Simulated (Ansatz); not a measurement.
Consider the substitution at a C–C bond: `COCCOC` + `[SiH3]S` → `COCS[SiH3]` + `COC`.

Gas-phase electronic energies from Ansatz, PBE0-D4/def2-TZVP geometries. CCSD(T)/CBS is the MP2 limit (def2-TZVPP, def2-QZVPP) plus CCSD(T) − MP2 in def2-TZVPP, frozen cores. DFT in def2-TZVPP. One conformer a species, not always the lowest.

```tsv
level	ΔE (kJ/mol)	difference from CCSD(T)/CBS
PBE-D4	2.5	-8.2
r2SCAN-D4	6.4	-4.3
ωB97X-V	12.5	1.8
ωB97M-V	11.7	1.0
PBE0	10.3	-0.4
MP2/def2-TZVPP	9.0	-1.7
CCSD(T)/def2-TZVPP	13.4	2.7
MP2/def2-QZVPP	7.5	-3.2
MP2/CBS(def2)	6.3	-4.4
CCSD/CBS(def2)	14.2	3.5
CCSD(T)/CBS	10.7	0
```

Largest T1 diagnostic among the species: 0.012.

From PBE to PBE0 (25 % exact exchange), in def2-TZVPP and without D4, ΔE moves by +4.8 kJ/mol. In def2-TZVPP, CCSD(T) changes the Hartree–Fock value by −8.8 kJ/mol (the triples alone add −3.5 kJ/mol) and MP2 by −13.3 kJ/mol. The D4 term adds −5.5 kJ/mol with B3LYP and −2.7 kJ/mol with PBE0; it sums over pairs of atoms, weighted by their polarisabilities, and B3LYP, whose exchange is more repulsive, gets the larger term.

B3LYP here is the variant with VWN-RPA as its local correlation; programs differ in this.
